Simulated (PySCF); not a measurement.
## Stretching KP

Set-up: basis K def2-TZVPP, P def2-TZVPP; no relativity; PySCF 2.14. Energies in eV from K + P in their ground configurations at the same level. State: ³Σ⁻ (triplet), unpaired electrons π ↑↑.

All columns are PBE0. A positive dipole means K(−)P(+).

```csv
R (Å),E (eV),μ (D),Mulliken charge on K (basis-dependent),HOMO (eV),LUMO (eV),Mayer bond order,⟨S²⟩
2.620,-0.912,-8.12,0.62,-3.77,-1.34,0.71,2.01
2.742,-1.132,-8.51,0.62,-3.77,-1.25,0.70,2.01
2.864,-1.251,-8.86,0.61,-3.76,-1.31,0.71,2.01
2.956,-1.292,-9.10,0.60,-3.74,-1.36,0.72,2.02
3.047,-1.302,-9.33,0.59,-3.71,-1.41,0.72,2.02
3.138,-1.289,-9.53,0.57,-3.68,-1.46,0.73,2.02
3.260,-1.246,-9.77,0.56,-3.63,-1.52,0.74,2.03
3.413,-1.164,-10.00,0.53,-3.57,-1.59,0.75,2.05
3.595,-1.043,-10.12,0.50,-3.50,-1.68,0.75,2.08
3.839,-0.874,-9.98,0.46,-3.43,-1.78,0.74,2.16
```

A fit through these points gives, at Re = 3.037 Å, μ = -9.30 D and dμ/dR = -2.38 D/Å; the reduced mass is 17.26 u.

Problem. How strong is the fundamental in the double-harmonic approximation, I = 42.26·(dμ/dR)²/μred km/mol?

Solution. I = 42.26·(-2.38)²/17.26 = 13.9 km/mol at PBE0.

⟨S²⟩ of the unrestricted solution departs from its pure value on part of the curve, where spin states mix. The state was picked by a PBE0 search and need not be the measured ground state.
